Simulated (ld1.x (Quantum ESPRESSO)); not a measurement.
## Debugging a pseudopotential input (Ag (Z = 47), ld1.x (Quantum ESPRESSO) 7.5)

Command:

```bash
ld1.x < Ag.in > Ag.out
```

Input:

```
&input
   title='Ag', zed=47., rel=1, dft='PBE', iswitch=3,
   config='[Kr] 4d10 5s0 5p1',
   nld=3, rlderiv=1.80, eminld=-9.0, emaxld=5.0, deld=0.04
 /
 &inputp
   pseudotype=3, lpaw=.true., tm=.true., lloc=-2, rcloc=0.20,
   nlcc=.false.,
   which_augfun='BESSEL', rmatch_augfun=1.25,
   file_pseudopw='Ag.UPF', file_wfcaegen='ae.wfc', file_wfcncgen='nc.wfc', file_beta='beta', file_chi='chi', file_wfcusgen='us.wfc'
 /
6
4S  1  0   2.00   0.00  1.20  1.35  0.0
5S  2  0   0.00   0.00  1.20  1.35  0.0
4P  2  1   6.00   0.00  1.50  1.60  0.0
5P  3  1   1.00   0.00  1.50  1.60  0.0
4D  3  2  10.00   0.00  1.35  1.65  0.0
4D  3  2   0.00   1.35  1.35  1.65  0.0
 &test
   configts(1)='4s2 4p6 4d10 5s0 5p1'
 /
```

This is an input that runs to its end, with one change: rcloc set to 0.20 bohr.

Task: How does the run end?

Result: The program runs through. The occupied levels of the test differ from the all-electron ones by at most 0.00003 Ry (unchanged input: 0.00001 Ry).

```

     ------------------- End of pseudopotential generation -------------------

     Computing logarithmic derivative in   1.81053
     Computing logarithmic derivative in   1.81053
     Computing the partial wave expansion
     R is outside the sphere for l=    0 j= 0.00
     R is outside the sphere for l=    0 j= 0.00
     R is outside the sphere for l=    1 j= 0.00
     R is outside the sphere for l=    1 j= 0.00
     R is outside the sphere for l=    2 j= 0.00
     R is outside the sphere for l=    2 j= 0.00

     ---------------------- Testing the pseudopotential ----------------------

     Ag
     scalar relativistic calculation

     atomic number is 47.00   valence charge is 19.00
     dft = SLA  PW   PBX  PBC   lsd =0 sic =0 latt =0  beta=0.20 tr2=1.0E-14
     mesh =1237 r(mesh) =  99.46963 xmin = -7.00 dx = 0.01250

     n l     nl             e AE (Ry)        e PS (Ry)    De AE-PS (Ry)
     1 0     4S   1( 2.00)       -7.13467       -7.13470        0.00003
     2 1     4P   1( 6.00)       -4.45436       -4.45435       -0.00000
     3 2     4D   1(10.00)       -0.69327       -0.69327        0.00001
     2 0     5S   1( 0.00)       -0.42303       -0.42300       -0.00002
     3 1     5P   1( 1.00)       -0.12424       -0.12424        0.00000

     eps = 8.7E-16  iter = 14

     Etot =  -10631.791410 Ry,   -5315.895705 Ha, -144652.891267 eV
     Etotps =  -556.917611 Ry,    -278.458805 Ha,   -7577.250110 eV

     Ekin =     392.370774 Ry,     196.185387 Ha,    5338.476344 eV
     Encl =    -906.154291 Ry,    -453.077145 Ha,  -12328.857202 eV
     Ehrt =     254.914122 Ry,     127.457061 Ha,    3468.283319 eV
     Ecxc =    -298.048217 Ry,    -149.024108 Ha,   -4055.152571 eV

     ---------------------- End of pseudopotential test ----------------------
```
